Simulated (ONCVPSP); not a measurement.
## Si: one change to an ONCV potential, before and after

ONCVPSP 4.0.1 input, shortened (lines: element, Z, core and valence counts, functional; n l f; lmax; l rc ep ncon nbas qcut; lloc lpopt rc5 dvloc0; l nproj debl; icmod fcfact rcfact), LDA (Perdew-Wang 92), non-relativistic:

```
  Si 14.00    3    2  -001012      upf
    1    0    2.00
    2    0    2.00
    2    1    6.00
    3    0    2.00
    3    1    1.50
    1
    0    1.40    0.00    5    9    5.00
    1    2.10    0.00    4    9    4.00
    0    5    1.40    0.00
    0    0    2.50
    1    2    1.90
    3    1.75    1.65
```

All-electron outer shells of the reference configuration (LDA (PZ), non-relativistic, ld1.x):

```
shell  level (eV)  outermost node (bohr)  outermost maximum (bohr)
   2s     -142.52                   0.15                      0.46
   2p     -100.07                      –                      0.39
   3s      -14.75                   0.72                      1.75
   3p       -7.77                   0.72                      2.09
```

Change: p: rc 1.42.

Cutoffs: the cutoffs (Ha) at which the residual kinetic energy of the hardest occupied pseudo-wave falls to 1 and 0.1 mHa per electron; they do not see the model core or the augmentation charge, which bear on the density cutoff. Errors are all-electron minus pseudo energies relative to the spin-unpolarised reference configuration.

Problem. What does the change do?

Solution. The potential gets neither clearly harder nor softer (84 Ha and 112 Ha → 84 Ha and 124 Ha); a bound ghost appears in p, which as a rule spoils a file; the errors of the 4 common tests hardly move.

| quantity | base | changed |
| --- | --- | --- |
| cutoff, loose | 84 Ha | 84 Ha |
| cutoff, tight | 112 Ha | 124 Ha |
| loose cutoff by channel | s 84 Ha, p 3.4 Ha | s 84 Ha, p 15 Ha |
| bound ghosts | none | p |
| GHOST(+) flags under 300 eV | none | none |
| error for 3s2 3p2, meV [ΔE -2.97 eV] | +0.1 | +0.1 |
| error for 3s2 3p1, meV [ΔE 4.87 eV] | +0.3 | +0.3 |
| error for 3s2 3p0, meV [ΔE 20.99 eV] | +5.7 | +5.9 |
| error for 3s1 3p2, meV [ΔE 12.22 eV] | +0.2 | +0.2 |
| s: phases at 1.43 bohr within 0.05 rad from the reference energy up to (Ha; the scan ends near 5) | 1.1 | 1.1 |
| rms error of d²Exc/dni dnj with the model core, mHa | 0.53 | 0.52 |

 A true bound ghost makes a file unfit for plane-wave use even where its test errors are small: the radial tests pick states by their node count and pass the ghost by.
